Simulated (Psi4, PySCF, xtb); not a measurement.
Torsional profile of C₁₀H₆F₂S, SMILES Fc1c(c(F)ccc1)-c1ccsc1. Scanned: dihedral C2–C8–C9–C10; all other coordinates were relaxed at GFN2-xTB. Points at φ and −φ are mirror images.

Geometry of the scan point at 0° (Å):
```
19

F      0.1649     2.3276    -0.2251
C      0.8612     1.1755    -0.1397
C      2.2325     1.3057    -0.2544
C      3.0402     0.1879    -0.1811
C      2.4505    -1.0474     0.0072
C      1.0772    -1.1438     0.1183
F      0.5965    -2.3919     0.2997
C      0.2020    -0.0482     0.0530
C     -1.2526    -0.1756     0.1732
C     -2.1790     0.9123     0.1112
C     -3.4664     0.5258     0.2516
S     -3.6154    -1.1731     0.4659
C     -1.9202    -1.3606     0.3643
H      2.6435     2.2919    -0.4005
H      4.1105     0.2774    -0.2691
H      3.0364    -1.9505     0.0709
H     -1.9121     1.9401    -0.0317
H     -4.3452     1.1387     0.2426
H     -1.5314    -2.3524     0.4550
```

Levels: B3LYP/def2-SVP // GFN2-xTB (Psi4); B3LYP-D3(BJ)/def2-SVP // GFN2-xTB (Psi4); PBE/def2-SVP // GFN2-xTB (Psi4); PBE-D3(BJ)/def2-SVP // GFN2-xTB (Psi4); GFN1-xTB // GFN2-xTB (xtb); RKS-B3LYP/6-31G* = restricted B3LYP/6-31G*, spherical d, density fitting // GFN2-xTB run with PySCF 2.14.0; RKS-B3LYP/LANL2DZ = restricted B3LYP/LANL2DZ, with its core potentials past Ne // GFN2-xTB in PySCF.

Least-squares fit of E(φ) = a0 + Σ (a_n cos nφ + b_n sin nφ), n = 1 to 4, to the 12 scan points, in kJ/mol above the lowest point of each profile (levels whose profile four harmonics don't fit are not listed):

```tsv
method	a0	a1	b1	a2	b2	a3	b3	a4	b4	rms of fit
B3LYP/def2-SVP	4.06	0.03	0.00	-4.20	0.00	-0.08	0.00	2.86	0.00	0.52
B3LYP-D3(BJ)/def2-SVP	4.45	0.04	0.00	-4.71	0.00	-0.09	0.00	3.16	0.00	0.50
PBE/def2-SVP	4.41	0.03	0.00	-5.15	0.00	-0.08	0.00	2.86	0.00	0.39
PBE-D3(BJ)/def2-SVP	4.60	0.04	0.00	-5.38	0.00	-0.09	0.00	3.02	0.00	0.39
GFN1-xTB	5.03	0.03	0.00	-5.36	0.00	-0.06	0.00	3.22	0.00	0.74
RKS-B3LYP/6-31G*	4.31	0.03	0.00	-4.58	0.00	-0.08	0.00	2.74	0.00	0.64
RKS-B3LYP/LANL2DZ	4.24	0.04	0.00	-5.33	0.00	-0.10	0.00	2.24	0.00	0.44
```
